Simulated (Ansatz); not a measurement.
Reaction (homolysis of the Al–H bond): `[Br][AlH][Br]` → `[Br][Al][Br]`• + H•

Gas-phase electronic energies from Ansatz, PBE0-D4/def2-TZVP geometries. CCSD(T)/CBS is the MP2 limit (def2-TZVPP, def2-QZVPP) plus CCSD(T) − MP2 in def2-TZVPP, frozen cores. This one scheme is used for every species, atoms too. Functionals use def2-TZVPP. Open shells (•) are unrestricted, without spin–orbit coupling. Bonds to Br are less sure, by a few kJ/mol each and by 10 to 20 or more in all where they break to atoms, as the def2 sets lack core-valence functions. Scalar relativity is left out up to krypton.

`[Br][AlH][Br]`:

Cartesian coordinates in Å:
```
Br 0.731 1.942 0.575
Al -0.038 -0.116 0.135
Br -0.333 -0.709 -2.006
H -0.361 -1.116 1.296
```

`[Br][Al][Br]`•:

Cartesian coordinates in Å:
```
Br -0.188 1.581 1.195
Al 0.357 0.312 -0.601
Br -0.169 -1.893 -0.594
```

Question: What is ΔE at CCSD(T)/CBS? (Estimate.)

Answer: Ansatz gave: +3.78 eV.

Question: What do these levels give: revPBE-D4, r2SCAN0-D4, r2SCAN0, MP2/def2-TZVPP, CCSD/def2-TZVPP, MP2/CBS(def2)? (Estimate.)

Answer: Ansatz gave: revPBE-D4 3.40, r2SCAN0-D4 3.55, r2SCAN0 3.55, MP2/def2-TZVPP 3.58, CCSD/def2-TZVPP 3.71, MP2/CBS(def2) 3.65 eV.

Largest T1 diagnostic among the species: 0.010.

From PBE to PBE0 (25 % exact exchange), in def2-TZVPP and without D4, ΔE moves by +0.06 eV. Leaving LDA and LC-ωPBE aside and taking each functional with its dispersion term where it has one, the values, not all of them listed here, spread over 0.38 eV, from revPBE-D4 to B97M-V. LDA lies +0.37 eV from PBE without D4, its usual overbinding. At CCSD(T), def2-SVP lies −0.17 eV from the extrapolated value and def2-TZVPP −0.08 eV: correlation converges slowly with the basis, and small sets miss more of it in the bonded molecule than in its fragments.
